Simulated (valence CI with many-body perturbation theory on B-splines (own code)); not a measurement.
The numbers below are computed, except where a source is named.
Hyperfine factors and g values of Mn²⁰⁺

Method: configuration interaction combined with many-body perturbation theory (CI+MBPT): three valence electrons over a frozen Dirac-Fock core [He], radial functions for each j: 11 s, 11 p, 9 d, 7 f, 5 g, 2 h, 1 i, with the one-electron correlation potential Σ1, the two-electron term Σ2, the three-electron term Σ3, Breit, model QED; selected CI, second order for the rest (own B-spline code, finite nucleus).

No measured spectrum was set against this ion. As an estimate, levels of excited configurations hold to 0.05 to 0.15 % of their energy, terms of the ground configuration to about 0.5 %.

A/g_I is the dipole constant over the nuclear g factor μ/I (μ in nuclear magnetons, uniformly magnetised nucleus), B/Q the quadrupole constant per barn. Both hold the static response of the core; the bare values leave it out. Large factors of s and p1/2 electrons are usually good to 5 to 10 %; those of open d and f shells near neutrality can be off by tens of per cent, and small factors of p3/2, d and f electrons come from cancelling terms and can be off by a factor of two or in sign, in half-filled shells by more. B is blank for J = 1/2, where it vanishes, and for nearly pure S terms. Energies count from the lowest level.

Names give the largest LS component (configuration and term), which can be under half, so a name can repeat, a term be missing and a line seem to break the LS rules; names also repeat where a configuration has a term twice. Letters in brackets count levels of one name in rising energy.

```csv
Level,E (eV),g,A/g_I (MHz),A/g_I bare,B/Q (MHz/b),B/Q bare
2s²2p ²P°_1/2,0.0,0.661,138000,136000,,
2s²2p ²P°_3/2,12.3,1.330,25900,27400,47100,47300
2s2p² ⁴P_1/2,47.0,2.641,255000,253000,,
2s2p² ⁴P_3/2,52.6,1.727,109000,109000,38200,38400
2s2p² ⁴P_5/2,58.3,1.579,115000,115000,-42800,-43000
2s2p² ²D_3/2,85.2,0.819,-19600,-17300,63100,63400
2s2p² ²D_5/2,87.3,1.215,123000,121000,90200,90700
2s2p² ²P_1/2,100.0,1.241,157000,153000,,
2s2p² ²S_1/2,113.0,1.445,319000,309000,,
2s2p² ²P_3/2,114.7,1.312,-28400,-24100,-44600,-44800
2p³ ⁴S°_3/2,146.0,1.944,-4250,3020,,
2p³ ²D°_3/2,162.5,0.902,25600,25100,39100,39300
2p³ ²D°_5/2,165.5,1.197,45900,47400,-458,-460
2p³ ²P°_1/2,182.6,0.661,138000,135000,,
2p³ ²P°_3/2,188.2,1.279,24400,26600,-41300,-41500
2s²3s ²S_1/2,919.8,2.000,125000,123000,,
2s²3p ²P°_1/2,941.0,0.665,35100,34600,,
2s²3p ²P°_3/2,944.5,1.333,14400,14700,14500,14600
2s2p3s ⁴P°_1/2,962.4,2.619,270000,264000,,
2s²3d ²D_3/2,963.9,0.798,4850,4830,2560,2610
2s²3d ²D_5/2,965.0,1.199,1890,1890,3550,3620
2s2p3s ⁴P°_3/2,965.6,1.705,187000,183000,-34300,-34500
2s2p3s ²P°_1/2 [a],974.0,0.696,92500,91600,,
2s2p3s ⁴P°_5/2,974.1,1.598,129000,127000,48700,49000
2s2p3p ⁴D_1/2,981.0,0.179,-33800,-32600,,
2s2p3s ²P°_3/2 [a],983.0,1.349,130000,129000,43800,44000
2s2p3p ⁴D_3/2,983.9,1.230,134000,132000,-18700,-18800
2s2p3p ²P_3/2 [a],988.1,1.477,60800,60200,-3190,-3210
2s2p3p ²P_1/2 [a],988.8,0.611,-117000,-115000,,
2s2p3p ⁴D_5/2,989.2,1.379,90200,89100,3220,3220
2s2p3p ⁴P_1/2,992.5,2.588,291000,287000,,
2s2p3p ⁴S_3/2 [a],993.9,1.446,86700,85900,402,398
2s2p3p ⁴D_7/2,996.9,1.427,78000,77400,62600,62900
2s2p3p ⁴P_3/2,998.4,1.333,119000,117000,39000,39200
2s2p3p ⁴S_3/2 [b],1000.2,1.562,104000,103000,18900,19000
2s2p3p ⁴P_5/2,1000.3,1.492,109000,108000,8780,8830
2s2p3d ⁴F°_3/2,1001.5,0.455,-44500,-43400,10600,10700
2s2p3d ⁴F°_5/2,1003.6,1.065,40400,39800,-341,-293
2s2p3p ²D_5/2 [a],1005.5,1.288,70600,70300,43200,43400
2s2p3d ⁴F°_7/2,1006.8,1.264,61700,60700,-5850,-5810
```

Take the isotope of mass number 53, with I = 7/2, μ = 5.033 μN and Q = 0.17 b. What is the hyperfine structure of 2s2p² ²D_3/2?

From the table A = -28200 MHz, B = 10700 MHz. Shifts from the centre of gravity in MHz: F = 2: 196000, F = 3: 104000, F = 4: -12000, F = 5: -145000.
